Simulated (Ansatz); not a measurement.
C2H8AlBSi, SMILES `[AlH2][C]1([SiH3])BC1` at its PBE0-D4/def2-TZVP geometry, where that method's forces vanish. Total charge 0; spin multiplicity 1.

```xyz
13

Al    1.2571    1.5132    0.2536
C     0.1110    0.0015   -0.0752
Si   -1.4094   -0.0573    0.9837
B     0.7805   -1.3268   -0.2977
C     0.1224   -0.6634   -1.4956
H     1.1523    2.2918    1.6297
H     2.2770    1.9366   -0.8854
H    -1.0385    0.0007    2.4218
H    -2.3238    1.0807    0.6858
H    -2.1735   -1.3123    0.7314
H     1.3488   -2.2453    0.1890
H    -0.8180   -1.0532   -1.8807
H     0.7142   -0.1662   -2.2604
```

**Question.** What forces (eV/Å) does B3LYP-D4/def2-TZVPP give on these atoms in Ansatz 0.2.0? (Estimate.)

**Answer.** Ansatz gave: 
```
Al1  0.095  0.128  0.007
C2   0.056  0.028  0.196
Si3 -0.174 -0.006  0.099
B4   0.064 -0.090  0.028
C5  -0.006 -0.093 -0.240
H6   0.012 -0.047 -0.093
H7  -0.061 -0.020  0.078
H8  -0.030 -0.007 -0.094
H9   0.056 -0.071  0.021
H10  0.046  0.082  0.020
H11 -0.070  0.109 -0.059
H12  0.064  0.028  0.003
H13 -0.054 -0.041  0.033
```

B3LYP here is the variant with VWN-RPA as its local correlation; programs differ in this.
